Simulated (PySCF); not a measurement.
The group X on silaethenyl-X is varied. Isolated molecules, 0 K electronic values unless said otherwise. One relaxed conformer stands for each flexible species; it need not be the lowest. Strings in code marks are SMILES.

Quantity: vertical ionisation energy (energy after one electron is removed minus that of the parent at the parent's geometry), in eV.

A: `C=[SiH]F`
B: `C=[SiH]OC` (C–Si–O–C torsion 0°)
C: `C=[SiH]Cl`

Problem. Put the candidates in order of vertical ionisation energy (energy after one electron is removed minus that of the parent at the parent's geometry), lowest first, for PBE0-D3(BJ)/def2-TZVP (PySCF).

Solution. B (8.17 eV), C (8.67 eV), A (8.85 eV)
